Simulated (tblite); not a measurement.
Species: C₆H₁₆BNO.
Cartesian coordinates in Å at the GFN2-xTB level; atoms count from 1:
```
atom  x, y, z in Å
C1     3.4492    0.8608   -0.2421
O2     2.0648    0.9961   -0.4048
C3     1.2989    0.3477    0.5983
C4     1.2939   -1.1888    0.4718
C5    -0.1681   -1.5877    0.6619
C6    -0.9493   -0.4622   -0.0197
B7    -2.5419   -0.4388    0.3197
N8    -3.1142    0.8779   -0.4957
C9    -0.1711    0.7807    0.4396
H10    3.7736   -0.1830   -0.3284
H11    3.7719    1.2461    0.7350
H12    3.9149    1.4485   -1.0321
H13    1.6933    0.6502    1.5824
H14    1.6200   -1.4518   -0.5367
H15    1.9602   -1.6693    1.1889
H16   -0.3916   -2.5655    0.2378
H17   -0.4154   -1.6122    1.7246
H18   -0.7828   -0.5723   -1.0996
H19   -3.1304   -1.3764   -0.1194
H20   -2.7783   -0.2308    1.4686
H21   -4.1082    0.9918   -0.3343
H22   -2.6043    1.6868   -0.1583
H23   -2.9296    0.7459   -1.4839
H24   -0.5535    1.1278    1.4008
H25   -0.2129    1.6028   -0.2763
```

Method: GFN2-xTB as coded in tblite; computed harmonic values from a numerical Hessian at the method's own geometry, unscaled. Errors from tens to a few hundred cm⁻¹ against measured bands are possible. Modes of hydrogen on boron can be 10 to 20 % off. One conformer, not necessarily the lowest.

Harmonic wavenumbers (cm⁻¹): 37.2, 72.4, 106.6, 126.5, 160.5, 197.6, 208.0, 263.4, 322.3, 354.6, 415.2, 459.6, 528.0, 628.4, 636.2, 656.7, 721.7, 815.2, 840.2, 879.5, 901.3, 960.2, 989.4, 1005.6, 1016.3, 1022.4, 1047.2, 1087.3, 1099.0, 1114.2, 1127.6, 1137.4, 1151.6, 1168.0, 1194.0, 1205.4, 1223.2, 1250.3, 1261.5, 1272.9, 1291.6, 1294.2, 1325.2, 1338.4, 1344.9, 1408.7, 1472.1, 1472.2, 1483.6, 1490.2, 1497.0, 1500.5, 1501.4, 2450.9, 2465.3, 2822.0, 2879.9, 2890.6, 2916.4, 2968.3, 2968.3, 2980.0, 2984.3, 2985.6, 3005.2, 3013.6, 3419.3, 3439.4, 3447.8.

A = 3178, B = 842.2, C = 712.3 MHz; mass 129.132 u (most abundant isotopes); point group C1, symmetry number 1.

Q: Zero-point energy?

A: ½Σν̃ = 48361 cm⁻¹ = 138.27 kcal/mol.

Q: Entropy at 200 K, 1 bar (ideal gas, RRHO, classical rotation)?

A: Translation 38.52, rotation 28.32, vibration 21.26: S = 88.1 cal/(mol K).

Q: And Cp and H(200 K) − H(0)?

A: Cp = 30.43 cal/(mol K), of which vibrations give 22.48 (their classical limit is 69 R = 137.1); H(200 K) − H(0) = 3.89 kcal/mol without the zero-point energy, 2.30 from vibrations.

Q: How do the functions run with temperature in this model?

A: 
| T (K) | S (cal/(mol K)) | Cp (cal/(mol K)) | H − H(0) (kcal/mol) | G − H(0) (kcal/mol) | ln q(vib) |
| --- | --- | --- | --- | --- | --- |
| 150 | 80.1 | 25.2 | 2.50 | -9.52 | 3.45 |
| 250 | 95.5 | 36.3 | 5.56 | -18.32 | 6.35 |
| 298.15 | 102.4 | 42.6 | 7.45 | -23.09 | 7.73 |
| 400 | 116.9 | 56.2 | 12.49 | -34.26 | 10.69 |
| 600 | 144.1 | 78.4 | 26.08 | -60.39 | 16.62 |
| 900 | 180.3 | 100.0 | 53.10 | -109.21 | 25.41 |

q(vib) and H(0) count from the zero-point level.

Q: Blend soft modes into free rotors: weight 1/[1 + (100 cm⁻¹/ν̃)⁴] for the oscillator and the rest for a rotor with moment μB/(μ + B), μ = h/(8π²ν), B = 10⁻⁴⁴ kg m². What vibrational entropy results?

A: 19.70 cal/(mol K) in place of 21.26, which changes −T·S at 200 K by +0.31 kcal/mol.

Q: What must be added to the electronic energy to get the Gibbs energy at 200 K and 1 bar?

A: ZPE + [H(200 K) − H(0)] − T·S = 138.27 + 3.89 − 17.62 = 124.54 kcal/mol.

Hindered rotation and anharmonicity are outside this model. Other conformers, if any are populated, would add a mixing term that is left out. The structure is chiral; the term R ln 2 for an equal mix with its mirror image is left out.
